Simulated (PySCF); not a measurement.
## Sn⁺: ionisation energy

Sn⁺ [Kr] 4d10 5s2 5p1 (2P) → Sn²⁺ [Kr] 4d10 5s2 (1S), as a difference of total energies. All numbers are calculated (PySCF 2.14, a scalar-relativistic core potential, in aug-cc-pV5Z-PP with ECP28MDF (8s8p6d4f3g2h, 139 functions)). Correlated levels: valence: 4s2 4p6 4d10 frozen. The calculations carry no spin-orbit coupling.

Question: Order these methods by the ionisation energy they give, lowest first.
A. UHF
B. SCS-MP2 (valence)
C. M06-L
D. MN15

Answer: A (13.758 eV), C (13.929 eV), B (13.996 eV), D (14.294 eV).

For comparison: 14.282 eV (measured; NIST levels, between the centres of gravity of the two terms).
